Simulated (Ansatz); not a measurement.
Basis-set extrapolation for CH3ClN2Si, SMILES `N[SiH]1N=C1Cl` (PBE0-D4/def2-TZVP geometry, frozen core, the Gaussian-basis code of Ansatz). Multiplicity 1, RHF reference.

```
                      def2-TZVPP   def2-QZVPP
                 HF  -897.016871  -897.045980
    MP2 correlation    -0.861221    -0.928488
CCSD(T) correlation    -0.934783      not run
```

Energies in hartree. Use E(X) = E(∞) + A·exp(−7.88·√X) for Hartree–Fock and E(X) = E(∞) + B·X^(−2.97) for correlation, with X = 3 and 4, and add CCSD(T) minus MP2 of the smaller set to the MP2 limit.

Problem. What is the CCSD(T) energy at the basis-set limit?

Solution. HF limit: -897.045980 + (-0.029109) × 0.13774 = -897.04999. MP2 limit: -0.928488 + (-0.067267) × 0.74074 = -0.97832. Higher-order term: -0.934783 − (-0.861221) = -0.07356. Total: -898.10187 hartree, 394.4 kJ/mol below CCSD(T)/def2-TZVPP.
